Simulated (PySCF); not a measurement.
C$_{6}$H$_{6}$, charge -1, doublet, at a GFN2-xTB geometry (a state made from the parent by changing its charge; the spin is typed, not shown lowest) (in this run its highest filled SCF level lies above zero, so its values depend strongly on the basis, on diffuse functions most of all), with bond 11-5 at 1.3 times its length. Base run: DF-PBE0/def2-SV(P) (PySCF).

PySCF was given this input:
```python
from pyscf import gto, scf, dft

mol = gto.M(
    atom='''
C    -0.79209486    1.14402906    0.04294872
C    -1.40815868   -0.08704909   -0.05219417
C    -0.57965949   -1.28365722   -0.09711679
C     0.79209486   -1.14402906   -0.04294872
C     1.40815868    0.08704909    0.05219417
C     0.57965949    1.28365722    0.09711679
H    -1.41475422    2.04334103    0.07671036
H    -2.49017263   -0.17889071   -0.09381208
H    -1.04845221   -2.26117925   -0.17198459
H     1.41475422   -2.04334103   -0.07671036
H     2.81477682    0.20644320    0.10629745
H     1.04845221    2.26117925    0.17198459
''',
    basis='def2-sv(p)',
    charge=-1,
    spin=1,
    verbose=4,
)

mf = dft.UKS(mol)
mf.xc = 'pbe0'
mf = mf.density_fit(auxbasis='def2-universal-jkfit')
mf.kernel()
mf.analyze()
```

Variants of this job, named by their change:

```
change                                                                            ΔE vs base (µEh)  SCF cycles  <S^2>        outcome
--------------------------------------------------------------------------------  ----------------  ----------  -----  -------------
base                                                                                           0.0          15  0.765      converged
diis = off (with mf.max_cycle = 100)                                                             -         100      -  not converged
damp = 0.5; diis_start_cycle = 5                                                               0.0          16  0.765      converged
conv_tol = 1e-7                                                                                0.0          13  0.765      converged
init_guess = atom                                                                              0.0          17  0.765      converged
solver = newton                                                                                0.0           -  0.765      converged
conv_tol = 1e-6                                                                                0.0          12  0.765      converged
init_guess = huckel                                                                            0.0          17  0.765      converged
level_shift = 1.0 (with mf.max_cycle = 100)                                                      -         100      -  not converged
diis_space = 20                                                                                0.0          15  0.765      converged
diis = off; damp = 0.3 (with mf.diis_start_cycle = 200; with mf.max_cycle = 150)                 -         150      -  not converged
init_guess = 1e                                                                                0.0          22  0.765      converged
init_guess = mod_huckel                                                                        0.0          16  0.765      converged
```

Open shells are given as the SCF converged; they aren't shown to be the lowest states, and a large step between rows can be another state.
